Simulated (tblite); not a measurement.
O$_{3}$Re (SMILES [O]=[Re+](=[O])=[O]), charge +1, singlet, at a GFN2-xTB geometry (such geometries of metal compounds can be far from the true shape) (the multiplicity is a formal guess); GFN1-xTB run with tblite.

tblite was given this input:
```
$ tblite run mol.xyz --method gfn1 --charge 1 --spin 0 --json tblite.json --no-restart

# file mol.xyz
4

Re     0.09410804    -0.07891784    -0.12125114
O     -1.30913754    -0.85427840     0.30762000
O     -0.42814776     1.44831601    -0.50727999
O      0.85502242     0.14581715     1.33638946
```

The log (banner, timings and long lists left out):

```
xTB calculator
 | screened Coulomb repulsion
 | Coulomb electrostatics
 |  * isotropic Klopman-Ohno-Mataga-Nishimoto electrostatics
 |  * onsite third-order electrostatics
 | DFT-D3(BJ) dispersion correction

halogen bonding energy    0.0000000000000E+00 Eh
repulsion energy          8.6324011611490E-02 Eh
dispersion energy        -9.5708781796693E-04 Eh
number of electrons       2.4000000000000E+01 e
integral cutoff           3.5545256755052E+01 bohr

------------------------------------------------------------
  cycle        total energy    energy error   density error
------------------------------------------------------------
      1     -10.16377613901  -1.0249143E+01   1.9976282E+00
      2     -10.27927400862  -1.1549787E-01   2.9085307E+00
      3     -14.51153282637  -4.2322588E+00   8.4564188E-01
      4     -14.02308115121   4.8845168E-01   1.3187550E+00
      5     -12.37121134292   1.6518698E+00   1.9568634E+00
      6     -13.85534179151  -1.4841304E+00   1.4736489E+00
      7     -14.50289384501  -6.4755205E-01   9.6101658E-01
      8     -15.58440044354  -1.0815066E+00   2.9575117E-01
      9     -15.58332255247   1.0778911E-03   5.9266939E-02
     10     -15.58397797183  -6.5541937E-04   2.3833017E-02
     11     -15.58456438095  -5.8640912E-04   1.0124792E-02
     12     -15.58466122064  -9.6839688E-05   5.6182861E-03
     13     -15.58470061090  -3.9390257E-05   1.8821145E-03
     14     -15.58470524098  -4.6300822E-06   2.8263987E-04
     15     -15.58470532930  -8.8315630E-08   6.5301310E-06
------------------------------------------------------------

electronic energy        -1.5670072253089E+01 Eh
total energy             -1.5584705329296E+01 Eh

Post processing:
 | Mayer-Wiberg bond orders

[Info] JSON dump of results written to 'tblite.json'
```
